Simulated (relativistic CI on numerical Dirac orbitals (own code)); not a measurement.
# d6 in a ligand field

Computed with a parametric ligand-field model of a d^n configuration (Racah B and C, spin-orbit zeta, crystal field), exact diagonalisation.

Field parameters in Wybourne normalisation: D3d B²₀ = −7Dσ, B⁴₀ = −14Dq − 21Dτ, B⁴₃ = −14√(10/7) Dq; D4h B²₀ = −7Ds, B⁴₀ = 21(Dq − Dt), B⁴₄ = 21√(5/14) Dq; Oh B⁴₀ = 21Dq, B⁴₄ = √(5/14) B⁴₀. The field is a parameter set, without covalency.

(1) Ground term and bands for B = 990, C = 5140, ζ = 0 cm⁻¹, Oh, 10Dq = 14650 cm⁻¹?

(2) Ground term and bands for B = 930, C = 4010, ζ = 0 cm⁻¹, Oh, 10Dq = 6000 cm⁻¹?

(3) Ground term and bands for B = 830, C = 3270, ζ = 0 cm⁻¹, D3d, 10Dq = 21400, Dσ = -1200, Dτ = -360 cm⁻¹?

(4) Ground term and bands for B = 980, C = 4880, ζ = 0 cm⁻¹, D4h, 10Dq = 20550, Ds = -1500, Dt = 280 cm⁻¹?

(5) Ground term and bands for B = 980, C = 3540, ζ = 0 cm⁻¹, D3d, 10Dq = 8500, Dσ = -1200, Dτ = -430 cm⁻¹?

Results:

(1) Ground term 5T2 with 2.00 electrons in the two orbitals of the cubic e set. Spin-allowed: 5E 14650 cm⁻¹ (683 nm). Lowest spin-forbidden: 1A1 12582 cm⁻¹ (795 nm), 3T1 13501 cm⁻¹ (741 nm), 3T2 18166 cm⁻¹ (550 nm).

(2) Ground term 5T2 with 2.00 electrons in the two orbitals of the cubic e set. Spin-allowed: 5E 6000 cm⁻¹ (1667 nm). Lowest spin-forbidden: 3T1 15944 cm⁻¹ (627 nm), 3T2 18485 cm⁻¹ (541 nm), 1A1 20525 cm⁻¹ (487 nm).

(3) Ground term 1A1 with 0.06 electrons in the two orbitals of the cubic e set. Spin-allowed: 1E 16496 cm⁻¹ (606 nm), 1A2 19944 cm⁻¹ (501 nm), 1E 27996 cm⁻¹ (357 nm), 1A1 29531 cm⁻¹ (339 nm). Lowest spin-forbidden: 3E 8950 cm⁻¹ (1117 nm), 5E 9770 cm⁻¹ (1024 nm), 3A2 12744 cm⁻¹ (785 nm).

(4) Ground term 5B2 with 2.00 electrons in the two orbitals of the cubic e set. Spin-allowed: 5E 5900 cm⁻¹ (1695 nm), 5B1 20550 cm⁻¹ (487 nm), 5A1 25150 cm⁻¹ (398 nm). Lowest spin-forbidden: 1A1 6499 cm⁻¹ (1539 nm), 3E 10693 cm⁻¹ (935 nm), 3A2 13573 cm⁻¹ (737 nm).

(5) Ground term 5E with 2.01 electrons in the two orbitals of the cubic e set. Spin-allowed: 5A1 6518 cm⁻¹ (1534 nm), 5E 9087 cm⁻¹ (1101 nm). Lowest spin-forbidden: 3E 13306 cm⁻¹ (752 nm), 3A2 16516 cm⁻¹ (605 nm), 3A2 17529 cm⁻¹ (570 nm).
